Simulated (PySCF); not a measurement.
# One molecule, several mistakes: Al2BH5N

These are calculations, not measurements. The program is PySCF 2.14.0, an open-source quantum chemistry code, run on an isolated molecule that a program drew, which may never have been made. The molecule is Al2BH5N (charge 0, doublet), drawn as the SMILES string `[BH2][AlH][Al][NH2]`.

Each row is a Hartree-Fock (HF) and frozen-core CCSD(T) single point in the cc-pV(D+d)Z basis, meant for a local HF minimum. Run 1 is clean. Each other run has one planted mistake out of seven kinds, and not every kind appears here: one electron removed, one electron added, multiplicity raised by two, geometry at a saddle point, minimal basis STO-3G, one bond length entered in bohr, all coordinates scaled. The reference is restricted for singlets and unrestricted otherwise, and also for a bond in bohr. Adding or removing an electron swaps singlet and doublet. Electrons count all cores. HOMO and LUMO are orbital energies over both spins, the gradient is its largest component, and the lowest frequency (negative if imaginary) is given only where the gradient is small. Bond lengths are over the 8 bonds as drawn. T1 is the CCSD diagnostic: over 0.02 (restricted) or 0.045 (unrestricted) a single reference is doubtful.

Geometry of the clean run:
```xyz
9
Al2BH5N, angstrom
B     0.2266   -4.7687    0.2628
Al    0.8472   -3.0581   -0.8793
Al   -0.7402   -1.0249   -1.4012
N    -0.9487    0.4606   -0.4507
H    -0.5712   -5.5752   -0.1450
H     0.6298   -4.9751    1.3803
H     2.2058   -3.1332   -1.7106
H    -0.4743    0.6885    0.4043
H    -1.5609    1.2168   -0.6985
```

```
run  electrons  basis functions  <S^2>  HOMO (eV)  LUMO (eV)  gradient (hartree/bohr)  lowest frequency (cm^-1)  mean bond (Å)  longest bond (Å)      T1  HF (hartree)  CCSD(T) (hartree)                          mistake
  1         43               99  0.808      -6.88       0.77                  1.8e-05                        54         1.5712             2.632  0.0237    -565.85003         -566.27563                         no fault
  2         43               99  3.815      -6.75      -0.77                  3.9e-02                         -         1.5712             2.632  0.0250    -565.76170         -566.17527       multiplicity raised by two
  3         43               99  0.867      -7.56       0.82                  5.9e-03                         -         1.8639             4.973  0.0331    -565.81845         -566.24258  one bond length entered in bohr
  4         43               99  0.761      -5.87       0.79                  3.3e-05                      -278         1.5531             2.552  0.0245    -565.83738         -566.27404                                ?
```

**Which mistake was planted in run 4, and what did it cost?**

The gradient is small, so the point is stationary, but the lowest frequency is imaginary (-278 cm^-1). So the mistake is: geometry at a saddle point. Subtracting run 1 and multiplying by 627.51 kcal/mol a hartree, the energy moved by 7.9 kcal/mol in HF and 1.0 kcal/mol in CCSD(T).

